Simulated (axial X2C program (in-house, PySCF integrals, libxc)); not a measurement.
## Worked dissociation energy of TaCl⁻: PBE0, scalar-relativistic

Computed with an axial X2C code built on PySCF integrals. Spin-free means the one-electron spin-free X2C Hamiltonian. Basis: Ta dyall-acv3z [14s15p10d7f4g], Cl dyall-av3z [9s8p3d2f] (cores contracted in-house); Gaussian nuclei, density fitting, unrestricted open shells. Masses: Ta 180.948 u, Cl 34.969 u.

Molecular state: M_S = 3/2, Λ = 1 (beyond evenly filled blocks: π+α, δ+α, δ-α).

```
E(Ta) (2M_S = 3, M_L = 2)  : -15605.173256 hartree
E(Cl-) (2M_S = 0, M_L = 0) : -461.564810 hartree
E(TaCl⁻) at Re             : -16066.815307 hartree
ωe                         : 298.0 cm⁻¹
ωexe                       : 1.42 cm⁻¹
```

Task: Work out De and D0.

Result: De = -15605.173256 + (-461.564810) − (-16066.815307) = 0.07724 hartree = 2.102 eV. The zero-point energy is ωe/2 − ωexe/4 = 149 cm⁻¹ = 0.018 eV, so D0 = 2.083 eV.

Occupations by symmetry block were frozen at the best pattern of an incomplete PBE0 search. Dissociation energies refer to the lowest single-determinant-based atoms at the same level and basis. PBE0 can misorder states that lie within some tenths of an eV, so this need not be the ground state of the molecule. The nearest other spin-free determinant of the search, M_S = 3/2, Λ = 2, lies 0.04 eV up at the distance of the search. The functionals have no current-density term, which raises determinants with orbital currents, atoms included. The highest occupied level of some functionals is positive through self-interaction error; at Hartree–Fock it is bound. The determinant is spin-polarised beyond a pure state at some levels (its spin-free form has ⟨S²⟩ too high), which makes Re and μ there less reliable. With spin–orbit coupling the lowest determinant has another configuration, so this spin-free state is a model.

Each atomic determinant is the lowest at this level and need not be a pure term. Totals compare only within one Hamiltonian and basis.
